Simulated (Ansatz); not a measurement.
HClFGaO (SMILES [OH][Ga]([F])[Cl]), singlet, at a GFN2-xTB geometry (such geometries of metal compounds can be far from the true shape); CASSCF(4,4)/STO-3G run with Ansatz (a first-principles code).

Ansatz was given this input:
Ansatz 0.2 input:
```yaml
crystal:
  periodic: [false, false, false]
  atoms:
    - {symbol: Ga, position_ang: [0.04115177, -0.20647953, 0.12911652]}
    - {symbol: F, position_ang: [-1.25848463, -1.40073536, 0.20520878]}
    - {symbol: Cl, position_ang: [-0.16447060, 1.56060113, -0.91195305]}
    - {symbol: O, position_ang: [1.43507699, -0.74075535, 1.02477718]}
    - {symbol: H, position_ang: [1.36604110, -1.59669267, 1.45549337]}
basis:
  gaussian:
    orbitals: STO-3G
hamiltonian:
  xc: hf
magnetization: {spin_polarized: false}
correlation: {active_space: {window: {electrons: 4, orbitals: 4}}}
```

The log (banner, timings and long lists left out):

```
Functional definition: HF
439 factors; integrals over basis functions are off by at most 5.2e-5 eV
mean field evaluation 1: about -68787.2436 eV, gradient 2.8e1 eV
mean field evaluation 2: about -68787.3049 eV, gradient 2.8e1 eV
mean field evaluation 4: about -68790.6795 eV, gradient 1.9e0 eV
mean field evaluation 8: about -68790.7099 eV, gradient 3.2e-2 eV
mean field -68790.70672807 eV, -2528.0118442409 hartree, gradient 2.7e-6 eV, S^2 0.000000; 0 other end points of the search recorded, 0 dependent functions left out
reference -68790.70672807 eV, -2528.0118442409 hartree; 33, 33 occupied and 5, 5 virtual orbitals, 439 factors
state -68791.65001284 eV, -2528.0465093169 hartree
Total energy: -68791.65001284 eV, -2528.0465093169 hartree
```
